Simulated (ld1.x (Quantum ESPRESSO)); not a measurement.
# u(r) = r·R(r): atom against pseudo-atom (beryllium (Be))

Columns: radius, all-electron u(r) and pseudo u(r) of the 2s shell (level -13.73 eV) of beryllium in the configuration [He] 2s1 2p0; PW91, scalar-relativistic, RRKJ scheme, ld1.x (Quantum ESPRESSO) 7.5.

```csv
r (bohr),all-electron,pseudo
0.138,0.2656,-0.0406
0.275,0.2773,-0.0830
0.413,0.1788,-0.1302
0.550,0.0401,-0.1836
0.688,-0.1066,-0.2457
0.825,-0.2425,-0.3156
0.963,-0.3618,-0.3923
1.100,-0.4602,-0.4696
1.238,-0.5397,-0.5416
1.375,-0.6007,-0.6009
1.513,-0.6450,-0.6450
1.650,-0.6734,-0.6734
1.788,-0.6879,-0.6879
1.925,-0.6906,-0.6906
2.062,-0.6833,-0.6833
2.200,-0.6679,-0.6679
2.338,-0.6460,-0.6460
2.475,-0.6194,-0.6194
2.613,-0.5892,-0.5892
2.750,-0.5570,-0.5570
2.888,-0.5233,-0.5233
3.025,-0.4894,-0.4894
3.162,-0.4558,-0.4558
3.300,-0.4227,-0.4227
3.438,-0.3908,-0.3908
3.575,-0.3605,-0.3605
```

(1) How many radial nodes do the two functions have?

(2) At about which radius was the pseudo-wave matched?

(3) Is the pseudo-wave norm-conserving?

Answers

(1) The all-electron 2s function has n − l − 1 = 1; the pseudo-wave has 0, since the states of the same l below it are removed with the core.

(2) 1.60 bohr. The columns agree to 0.0005 from 1.38 bohr on; several derivatives are matched, so the curves merge somewhat inside the radius.

(3) Yes: the RRKJ scheme keeps the norm inside the radius equal to the all-electron one, which fixes the energy derivative of the logarithmic derivative at the level.
